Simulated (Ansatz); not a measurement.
System: sum formula TaOCl, net charge 0, triplet state. This is an excited triplet: at this geometry the singlet lies 0.05 eV lower at RI-MP2/CBS(def2-TZVPPD,def2-QZVPPD)+[CCSD(T)-MP2]/def2-TZVPPD. 
Geometry from a B3LYP-D3(BJ)/def2-TZVP (Ansatz, a first-principles code) optimisation:
```xyz
3

Ta    -0.1580     0.3243     0.0341
O      0.2138     0.9017    -1.5361
Cl     0.5779    -1.8169     0.5766
```
Charge 0, spin multiplicity 3.

Basis-set convergence of Hartree-Fock and CCSD(T) correlation energies (hartree) with Ansatz. Valence correlation only, unless marked. UHF or UKS for open shells. Spin-orbit coupling is left out. Frozen are the shells of the preceding noble gas and the d and f shells that filled before the atom's block. In def2 rows, elements after Kr have scalar-relativistic effective core potentials.

| basis | functions | E(HF) | E(corr, CCSD(T)) |
|---|---|---|---|
| def2-SVP | 64 | -590.60058 | -0.45548 |
| def2-TZVPP | 129 | ___ | ___ |

Q: What belongs in the gaps?

A: 
- def2-TZVPP, E(HF): -590.87731
- def2-TZVPP, E(corr, CCSD(T)): -0.58895
